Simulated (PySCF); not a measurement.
The vertical singlet excitations below were computed for one of the candidates. Method: PySCF 2.14.0, density-fitted response routines, TDDFT wB97X-D/def2-SVPD, vertical, gas phase, core orbitals frozen in the response, def2 core potentials past Kr. Geometries: PBE0-D3(BJ)/def2-SVP, one conformer each. Atoms past krypton carry core potentials; spin–orbit coupling is left out.

| state | λ (nm) | f |
| --- | --- | --- |
| S1 | 245.6 | 0.022 |
| S2 | 223.9 | 0.016 |
| S3 | 206.7 | 0.0027 |
| S4 | 196.4 | 0.024 |
| S5 | 186.9 | 0.022 |
| S6 | 178.4 | 0.0019 |
| S7 | 171.1 | 0.023 |
| S8 | 165.6 | 0.0006 |
| S9 | 161.7 | 0.011 |
| S10 | 155.8 | 0.060 |

Triplets computed (Tamm–Dancoff): 4.61, 5.42, 5.94, 6.06 eV.

Question: Which structure fits? All have the formula C4H13NSn.
A. `[CH3][SnH2][NH]C(C)C` (SnH2Me(NHiPr))
B. `[N]([SnH3])(CC)CC` (SnH3(NEt2))
C. `[NH]([SnH3])C(C)(C)C` (SnH3(NHtBu))

Answer: B. Its S1, at 5.05 eV, is the lowest among the candidates; the nearest of the others has S1 at 5.59 eV. S1 is HOMO→LUMO+1 (81%). Löwdin shares by element: HOMO nitrogen 56%, carbon 21% or more (atoms not listed hold the other 23%); LUMO tin 54%, hydrogen 34% or more. At the same level the other candidates give, for their lowest levels:
- `[H][Sn]([H])([H])[NH]C(C)(C)C`: 222 nm (f 0.046); 204 nm (f 0.013); 187 nm (f 0.001); 179 nm (f 0.010); 173 nm (f 0.020); T1 5.10 eV; HOMO -8.31, LUMO 1.54 eV
- `[H][Sn]([H])([CH3])[NH]C(C)C`: 216 nm (f 0.036); 202 nm (f 0.016); 193 nm (f 0.006); 181 nm (f 0.022); 169 nm (f 0.024); T1 5.23 eV; HOMO -8.16, LUMO 1.75 eV
